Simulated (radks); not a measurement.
Ionisation of neutral ytterbium, [Xe] 4f14 6s2, to [Xe] 4f14 6s1 as the strength of local exchange is varied. Calculated with a radial shooting solver on a logarithmic mesh with Libxc functionals: Dirac Kohn-Sham, Slater X-alpha exchange (alpha = 2/3 is LDA exchange), no correlation, spin-unpolarised, spherical densities, point nucleus.

alpha  E(Yb) (hartree)  exchange (hartree)  IE (eV)  -e of the level emptied (eV)  <r> of it (bohr)
0.667      -14060.2955           -278.8036    5.876                 3.245 (6s1/2)             3.979
0.749      -14094.6188           -313.9468    6.281                 3.612 (6s1/2)             3.894
0.78       -14107.6193           -327.2807    6.439                 3.757 (6s1/2)             3.862
0.825      -14126.5151           -346.6830    6.673                 3.973 (6s1/2)             3.816
0.876      -14147.9646           -368.7393    6.945                 4.225 (6s1/2)             3.765
0.987      -14194.7743           -416.9893    7.559                 4.800 (6s1/2)             3.658
0.996      -14198.5772           -420.9162    7.610                 4.848 (6s1/2)             3.650
1.003      -14201.5358           -423.9719    7.650                 4.885 (6s1/2)             3.643

NIST Atomic Spectra Database: 6.254 eV (measured). The Delta-SCF value meets it near alpha = 0.74. Spin polarisation and multiplet splitting are left out, so open shells lie too high by an amount that depends on their filling.

Beside tabulated values, note that spin-unpolarised runs miss the spin-polarisation part of the exchange energy of open shells.
